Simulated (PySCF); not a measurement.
**The second ionisation energy along the 5d series**

Calculated with PySCF 2.14 from differences of total energies of unrestricted determinants, without spin-orbit coupling. Values in eV. The last column holds reference values (NIST; (s) semi-empirical, (t) theoretical, else measured). Unmarked ones compare directly (S terms, centres of terms, or small fine structure); those marked * lie between the lowest fine-structure levels and include a spin-orbit shift.

| element | configurations | UHF | MP2 (valence) | SCS-MP2 (valence) | reference |
| --- | --- | --- | --- | --- | --- |
| Re (cc-pVDZ-PP with ECP60MDF, ECP) | [Xe] 4f14 5d5 6s1 → [Xe] 4f14 5d5 | 15.705 | 16.218 | 15.876 | 16.6 ± 0.5 (s) |
| Os (cc-pVDZ-PP with ECP60MDF, ECP) | [Xe] 4f14 5d6 6s1 → [Xe] 4f14 5d6 | 15.977 | 16.670 | 16.369 | 17 ± 1 (s) * |
| Ir (cc-pVDZ-PP with ECP60MDF, ECP) | [Xe] 4f14 5d7 6s1 → [Xe] 4f14 5d7 | 16.275 | 17.114 | 16.848 | 17 ± 0.3 (s) * |
| Au (cc-pVDZ-PP with ECP60MDF, ECP) | [Xe] 4f14 5d10 → [Xe] 4f14 5d9 | 18.991 | 20.508 | 20.363 | 20.203 ± 0.025 * |
| Hg (cc-pVDZ-PP with ECP60MDF, ECP) | [Xe] 4f14 5d10 6s1 → [Xe] 4f14 5d10 | 17.036 | 18.194 | 18.024 | 18.757 |

Fill in the row of Pt (cc-pVDZ-PP with ECP60MDF, ECP) ([Xe] 4f14 5d9 → [Xe] 4f14 5d8).

UHF 16.874; MP2 (valence) 18.318; SCS-MP2 (valence) 18.219; reference 18.56 ± 0.12 * (eV).

"Valence" correlates the outer s and p shells and, in groups 3 to 12 and the f block, the outer d or f shell, open or full, or the next shell where the ion has no valence electron left; the wider scheme adds the next inner shell.
